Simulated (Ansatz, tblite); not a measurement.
Removing and adding an electron: Sn2Ge2 (the lowest singlet isomer of a short search). Charge 0, multiplicity 1. Geometry: PBE0-D4/def2-SVP. Ansatz, gas phase; energy differences of separate SCF runs; the oxidised species was run as a doublet alone; the reduced species was run as a doublet alone.

```xyz
4

Ge    0.0043    0.1047   -1.2438
Ge   -1.6943   -1.3250   -0.3604
Sn   -0.1095   -0.2108    1.5218
Sn    1.7995    1.4310    0.0823
```

In the def2 sets Sn takes a core potential; there is no spin–orbit coupling. The xTB rows come from tblite. The structure comes from a short search, and lower isomers may exist.

```
               level  −HOMO (eV)  vertical IE (eV)  −LUMO (eV)  vertical EA (eV)  HOMO–LUMO gap (eV)  IE − EA (eV)
            GFN1-xTB        9.62             11.75        8.85              6.89                0.77          4.87
r2SCAN-D4/def2-TZVPD        5.21                 –        3.93              2.06                1.28             –
   PBE0-D4/def2-TZVP        5.77              7.38        3.33                 –                2.45             –
  PBE0-D4/def2-TZVPD        5.79                 –        3.35              1.95                2.45             –
```

**Question.** Estimate the rows for GFN2-xTB, PBE-D4/def2-TZVP, PBE-D4/def2-TZVPD, r2SCAN-D4/def2-TZVP.

**Answer.** 
| level | −HOMO (eV) | vertical IE (eV) | −LUMO (eV) | vertical EA (eV) | HOMO–LUMO gap (eV) | IE − EA (eV) | remarks |
| --- | --- | --- | --- | --- | --- | --- | --- |
| GFN2-xTB | 8.68 | 11.69 | 7.19 | 4.11 | 1.49 | 7.58 | – |
| PBE-D4/def2-TZVP | 4.97 | 7.27 | 3.89 | – | 1.08 | – | – |
| PBE-D4/def2-TZVPD | 4.99 | – | 3.91 | 1.86 | 1.08 | – | HOMO above zero (-1 doublet) |
| r2SCAN-D4/def2-TZVP | 5.20 | 7.36 | 3.92 | – | 1.28 | – | – |

   A HOMO above zero means that the electron is unbound at that level or that self-interaction error raises the level; the energy of removing that electron tells which. Raw xTB energy differences between charge states are shifted by several eV; the methods need an empirical correction for them.
